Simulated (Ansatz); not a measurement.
Isolated molecules relaxed with PBE0-D4/def2-TZVP in Ansatz; ΔE leaves out vibrations. CBS: MP2 limit from def2 TZ/QZ plus the TZ coupled-cluster correction, frozen cores. DFT in def2-TZVPP. For Ge outer-core shells are correlated without core-valence functions, which leaves a few kJ/mol of doubt a bond. Scalar relativity is left out up to krypton. Each species was taken in one conformer, which may not be the lowest.

`[GeH3][SiH2][SiH2][SiH2][GeH3]` + `[NH2][GeH3]` → `[GeH3][NH][GeH3]` + `[SiH3][SiH2][SiH2][GeH3]`  (cleavage of the Ge–Si bond)

`[GeH3][SiH2][SiH2][SiH2][GeH3]`:

Z-matrix (Å, degrees):
```
Ge
Si 1 2.380
H 1 1.538 2 110.0
H 1 1.538 2 111.3 3 120.2
H 1 1.538 2 110.3 3 -119.3
Si 2 2.338 1 109.7 3 61.9
H 2 1.490 1 108.8 3 -57.3
H 2 1.489 1 109.7 3 -175.7
Si 6 2.337 2 108.2 1 -50.0
H 6 1.490 2 110.5 1 -170.1
H 6 1.490 2 109.6 1 70.4
Ge 9 2.380 6 109.7 2 -50.5
H 9 1.489 6 111.3 2 -172.1
H 9 1.490 6 109.0 2 68.6
H 12 1.538 9 110.3 6 -58.0
H 12 1.538 9 111.3 6 -178.5
H 12 1.538 9 110.0 6 61.3
```

`[NH2][GeH3]`:

```xyz
7

N    -0.392   -0.692    0.847
Ge    0.336    0.271   -0.545
H    -0.216   -0.287    1.756
H    -1.388   -0.842    0.758
H     0.021   -0.502   -1.835
H    -0.210    1.713   -0.683
H     1.850    0.339   -0.298
```

`[GeH3][NH][GeH3]`:

```xyz
10

Ge   -0.566    1.353   -0.702
N     0.582    0.347    0.319
Ge    0.338   -1.438    0.679
H    -0.436    1.071   -2.217
H    -0.258    2.838   -0.445
H    -1.988    0.993   -0.245
H     1.551    0.617    0.232
H     0.673   -2.350   -0.523
H    -1.144   -1.612    1.044
H     1.249   -1.817    1.859
```

`[SiH3][SiH2][SiH2][GeH3]`:

Cartesian coordinates in Å:
```
Si 0.560 2.004 1.113
Si -1.305 0.980 0.142
Si -0.604 -0.677 -1.348
Ge 0.835 -2.209 -0.231
H 1.425 2.590 0.054
H 0.156 3.083 2.054
H 1.351 0.989 1.861
H -2.142 1.998 -0.554
H -2.130 0.350 1.212
H 0.140 -0.047 -2.475
H -1.772 -1.410 -1.913
H 2.122 -1.495 0.214
H 1.221 -3.382 -1.148
H 0.143 -2.776 1.020
```

```json
{"level": "ωB97X-V", "ΔE (kcal/mol)": "4.3", "difference from CCSD(T)/CBS": "-0.3"}
{"level": "PBE-QIDH", "ΔE (kcal/mol)": "4.7", "difference from CCSD(T)/CBS": "0.1"}
{"level": "r2SCAN", "ΔE (kcal/mol)": "5.8", "difference from CCSD(T)/CBS": "1.2"}
{"level": "PBE0", "ΔE (kcal/mol)": "6.5", "difference from CCSD(T)/CBS": "1.9"}
{"level": "CAM-B3LYP", "ΔE (kcal/mol)": "2.8", "difference from CCSD(T)/CBS": "-1.8"}
{"level": "RPA@PBE/def2-TZVPP", "ΔE (kcal/mol)": "2.7", "difference from CCSD(T)/CBS": "-1.9"}
{"level": "CCSD(T)/def2-SVP", "ΔE (kcal/mol)": "1.9", "difference from CCSD(T)/CBS": "-2.7"}
{"level": "SCS-MP2/def2-TZVPP", "ΔE (kcal/mol)": "1.7", "difference from CCSD(T)/CBS": "-2.9"}
{"level": "MP2/def2-QZVPP", "ΔE (kcal/mol)": "3.6", "difference from CCSD(T)/CBS": "-1.0"}
{"level": "CCSD/CBS(def2)", "ΔE (kcal/mol)": "4.1", "difference from CCSD(T)/CBS": "-0.5"}
{"level": "CCSD(T)/CBS", "ΔE (kcal/mol)": "4.6", "difference from CCSD(T)/CBS": "0"}
```

Largest T1 diagnostic among the species: 0.013.

Leaving LDA and LC-ωPBE aside and taking each functional with its dispersion term where it has one, the values, not all of them listed here, spread over 5.0 kcal/mol, from B2PLYP to PBE-D4. From BLYP to BHLYP (50 % exact exchange), in def2-TZVPP and without D4, ΔE moves by −1.7 kcal/mol. At CCSD(T), def2-SVP lies −2.7 kcal/mol from the extrapolated value and def2-TZVPP −0.9 kcal/mol.
